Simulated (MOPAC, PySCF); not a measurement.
H$_{3}$BS, SMILES `SB`, neutral singlet in the gas phase. 

Cartesian coordinates (Å):
SMILES: BS
```xyz
5

B     -0.5759     0.0944     0.0040
S      1.1196     0.5685     0.1975
H     -1.3763     0.9474     0.2060
H     -0.8798    -1.0083    -0.3080
H      1.7124    -0.6020    -0.0995
```
Charge 0, spin multiplicity 1.

All levels are single points at this geometry (B3LYP-D3(BJ)/def2-TZVP); Pople sets use spherical d functions. Orbital energies aren't observables, and empty levels follow the basis.

B3LYP/LANL2DZ in PySCF gives HOMO (eV) = -8.30.

Question: Estimate the HOMO (eV) from each of these levels: B3LYP-D3(BJ)/def2-TZVP in PySCF; PBE/6-31G* in PySCF; HF/3-21G in PySCF; HF/STO-3G in PySCF; PM3 in MOPAC.

Answer: 
| level | HOMO (eV) |
|---|---|
| B3LYP-D3(BJ)/def2-TZVP in PySCF | -8.19 |
| PBE/6-31G* in PySCF | -7.20 |
| HF/3-21G in PySCF | -11.24 |
| HF/STO-3G in PySCF | -8.34 |
| PM3 in MOPAC | -11.15 |
